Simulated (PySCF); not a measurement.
SbBr₃, SMILES [Br][Sb]([Br])[Br].

Coordinates come from a B3LYP-D3(BJ)/def2-SVP optimisation. The isomer is the one that the SMILES or the coordinates give; other isomers of the formula were not compared. The def2 effective core potentials stand for the cores of Sb; spin–orbit coupling is left out.

All values below come from IEF-PCM-PBE0/def2-SVP in PySCF 2.14.0.

The values are the electrostatic part of the solvation free energy, E(continuum) − E(gas) at the gas-phase geometry, in a cavity of scaled van der Waals radii (PySCF's table); cavitation and dispersion terms are not included. A continuum can't describe solvent molecules that bind to the metal. In vacuum the orbital gap is 5.65 eV. The dipole moment in vacuum is 2.54 D.

Computed values in water (ε = 78.36), N,N-dimethylformamide (ε = 37.22), acetone (ε = 20.49):
| solvent | ε | ΔG(elec) (kcal/mol) | dipole (D) | gap (eV) |
|---|---|---|---|---|
| water | 78.36 | -4.7 | 3.79 | 5.71 |
| N,N-dimethylformamide | 37.22 | -4.6 | 3.75 | 5.71 |
| acetone | 20.49 | -4.4 | 3.70 | 5.71 |
